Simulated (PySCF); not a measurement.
# EPR parameters of C5H11Si2

Species: C5H11Si2 (doublet state).
Atom-mapped SMILES: `[H]/[C:1]=[C:2]([CH3:3])\[C:4]([SiH3:5])=[CH:6]/[SiH3:7]` (hydrogens: H8 on C1; H9, H10, H11 on C3; H12, H13, H14 on Si5; H15 on C6; H16, H17, H18 on Si7)

Structure used (GFN2-xTB), in Å, numbered top down from 1:
```xyz
18
C5H11Si2 angstrom
C     -1.3152    1.4265    0.5873
C     -0.8902    0.5445   -0.2625
C     -1.2766    0.4828   -1.7118
C      0.0297   -0.5394    0.2028
Si    -0.6192   -2.3082    0.0044
C      1.2182   -0.2621    0.7416
Si     1.9938    1.4373    0.9722
H     -1.1912    1.6151    1.6289
H     -1.8251   -0.4363   -1.9163
H     -0.3818    0.4885   -2.3332
H     -1.8989    1.3342   -1.9737
H     -2.0597   -2.3209    0.2655
H     -0.3558   -2.7627   -1.3652
H      0.0813   -3.1774    0.9506
H      1.8211   -1.1024    1.0700
H      1.5575    2.3703   -0.0642
H      1.6553    1.9561    2.3011
H      3.4482    1.2604    0.8909
```

The hyperfine couplings belong to this conformer and change with its torsions.

Method: UKS B3LYP, pcH-1 on C H Si, non-relativistic, mean-field spin-orbit, GIAO (PySCF). Geometry: GFN2-xTB, one conformer, isolated molecule. The geometry wasn't refined by DFT: couplings that depend on bond lengths, twists or pyramidal angles can differ widely from those at the functional's own minimum. The frame is twisted about the C2–C4 bond at this geometry (dihedral C3–C2–C4–Si5 = -59°); couplings at other torsion angles weren't computed. Stability of the SCF solution: not tested.

* g1, g2, g3: 2.00183, 2.00221, 2.00253
* g_iso: 2.00219
* Form of g: rhombic: the two nearest values differ by 46 % of g3 − g1
* ⟨S²⟩: 0.7589 (exact 0.7500)
* α and β electrons: 35, 34
* Basis functions: 305

Hyperfine couplings atom by atom, in MHz; T1 to T3 are the principal values of the dipolar part:

```csv
atom,isotope,a_iso,of which spin–orbit,T1,T2,T3,Mulliken spin population
C1,13C,311.3,-0.1,-80.7,-58.9,139.6,1.03
C2,13C,-8.9,0.0,-19.5,2.4,17.1,-0.15
C3,13C,46.5,0.0,-4.3,-3.8,8.1,0.04
C4,13C,67.5,0.0,-7.5,-6.9,14.4,0.06
Si5,29Si,-5.2,0.0,-1.9,0.8,1.0,0.01
C6,13C,-5.5,0.0,-1.9,-0.7,2.6,0.01
Si7,29Si,-1.2,0.0,-1.0,0.0,1.0,0.00
H8,1H,48.1,0.0,-31.7,-7.8,39.5,0.01
H9,1H,-8.5,0.0,-2.8,-2.1,4.9,0.00
H10,1H,-6.9,0.0,-2.7,-1.9,4.6,0.00
H11,1H,-3.2,0.0,-5.9,-2.5,8.4,0.00
H12,1H,-0.3,0.0,-1.2,-0.9,2.1,0.00
H13,1H,-0.9,0.0,-0.8,-0.6,1.4,0.00
H14,1H,3.6,0.0,-0.7,-0.6,1.4,0.00
H15,1H,3.0,0.0,-1.9,-1.1,3.0,0.00
H16,1H,2.2,0.0,-2.3,-1.8,4.1,0.00
H17,1H,-0.9,0.0,-1.7,-1.5,3.2,0.00
H18,1H,-0.5,0.0,-0.7,-0.6,1.3,0.00
```

The largest Mulliken spin populations are on C1 (+1.03) and C2 (-0.15). No atom but C1 exceeds +0.15. The positive populations add up to 1.16 and the negative ones to -0.16, together 2S = 1.

Axes: g2 points within 12° of the C2–C4 bond.

Under fast tumbling the dipolar parts average out, and these isotropic splittings remain: 1 × 1H (H8, I = 1/2, 2 lines) with 1.72 mT, 3 × 1H (H9/H10/H11, I = 1/2, 4 lines) with 0.22 mT and 1 × 1H (H15, I = 1/2, 2 lines) with 0.11 mT.

Means are taken over nuclei equivalent by connectivity, which assumes that they swap fast. The three 1H nuclei of mean -6.2 MHz run from -8.5 to -3.2 MHz in the frozen geometry.

The 29Si coupling of Si5 (-5.2 MHz) shows only in satellite lines or after enrichment, since that isotope makes up about 4.7 % of natural silicon.

The 13C coupling of C1 (311.3 MHz) shows only in satellite lines or after enrichment, since that isotope makes up about 1.07 % of natural carbon.
